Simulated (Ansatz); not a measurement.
Harmonic frequencies (cm⁻¹) at PBE0-D4/def2-TZVP from Ansatz: 16, 26, 56, 123, 130, 131, 142, 142, 394, 431, 432, 497, 506, 506, 523, 532, 535, 648, 1177, 1179, 1183, 1414, 1416, 1417, 1420, 1421, 1422, 3007, 3008, 3010, 3085, 3087, 3087, 3100, 3102, 3103.

Problem. Which molecule is it?
A. `[NH2][Hf]([OH])([OH])[F]`
B. `O=C=[N][Hf]([OH])([OH])[OH]`
C. `[CH3][Hf]([CH3])([CH3])[F]`
D. `C[O][Hf]([SH])([Cl])[Cl]`

Solution. C.
